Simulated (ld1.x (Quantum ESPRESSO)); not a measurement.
## Reading a pseudo-wave (Co (Z = 27))

Columns: radius, all-electron u(r) and pseudo u(r) of the 4s shell (level -21.11 eV) of cobalt in the configuration [Ne] 3s2 3p6 3d7 4s0 4p0; LDA (PZ), scalar-relativistic, PAW scheme, ld1.x (Quantum ESPRESSO) 7.5.

| r (bohr) | all-electron | pseudo |
| --- | --- | --- |
| 0.078 | -0.0192 | 0.1911 |
| 0.155 | -0.2056 | 0.3620 |
| 0.232 | -0.1545 | 0.5004 |
| 0.310 | 0.0113 | 0.5961 |
| 0.388 | 0.1776 | 0.6415 |
| 0.465 | 0.2912 | 0.6373 |
| 0.542 | 0.3430 | 0.5898 |
| 0.620 | 0.3398 | 0.5067 |
| 0.698 | 0.2939 | 0.3999 |
| 0.775 | 0.2204 | 0.2821 |
| 0.852 | 0.1303 | 0.1615 |
| 0.930 | 0.0308 | 0.0433 |
| 1.008 | -0.0704 | -0.0671 |
| 1.085 | -0.1676 | -0.1674 |
| 1.162 | -0.2591 | -0.2593 |
| 1.240 | -0.3444 | -0.3444 |
| 1.318 | -0.4209 | -0.4209 |
| 1.395 | -0.4875 | -0.4875 |
| 1.472 | -0.5452 | -0.5452 |
| 1.550 | -0.5946 | -0.5946 |
| 1.628 | -0.6354 | -0.6354 |
| 1.705 | -0.6677 | -0.6677 |
| 1.782 | -0.6927 | -0.6927 |
| 1.860 | -0.7111 | -0.7111 |
| 1.938 | -0.7232 | -0.7232 |
| 2.015 | -0.7296 | -0.7296 |

(1) How many radial nodes do the two functions have?

(2) At about which radius was the pseudo-wave matched?

(3) Is the pseudo-wave norm-conserving?

Answers

(1) The all-electron 4s function has n − l − 1 = 3 (the table is too coarse to show those close to the nucleus); the pseudo-wave has 1, since 1 lower shell of the same l stays in the valence.

(2) 1.25 bohr. The columns agree to 0.0005 from 1.08 bohr on; several derivatives are matched, so the curves merge somewhat inside the radius.

(3) No, it belongs to a PAW set: the norm inside the radius is not constrained, and the difference is carried by the augmentation charge.
